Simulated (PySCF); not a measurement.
Ligands exchanged one at a time, Sn Br-OCH3. Gas-phase values, no solvent. One relaxed conformer stands for each flexible species; it need not be the lowest. Strings in code marks are SMILES.

These are PySCF 2.14.0 with TPSSh-D3(BJ)/def2-TZVP // CAM-B3LYP-D3(BJ)/def2-SVP values and carry that method's errors. 

```csv
species,S1 oscillator strength,HOMO–LUMO gap (eV),LUMO (eV)
0 of 4 Br replaced by OCH3 (`[Br][Sn]([Br])([Br])[Br]`),0.000,4.24,[?]
1 of 4 Br replaced by OCH3 (`C[O][Sn]([Br])([Br])[Br]` (C–O–Sn–Br torsion 61°)),[?],4.15,-3.57
2 of 4 Br replaced by OCH3,0.006,4.44,-3.08
4 of 4 Br replaced by OCH3,[?],5.09,-1.99
```

What belongs in the gaps?


- 0 of 4 Br replaced by OCH3 (`[Br][Sn]([Br])([Br])[Br]`), LUMO (eV): -4.01
- 1 of 4 Br replaced by OCH3 (`C[O][Sn]([Br])([Br])[Br]` (C–O–Sn–Br torsion 61°)), S1 oscillator strength: 0.006
- 4 of 4 Br replaced by OCH3, S1 oscillator strength: 0.000
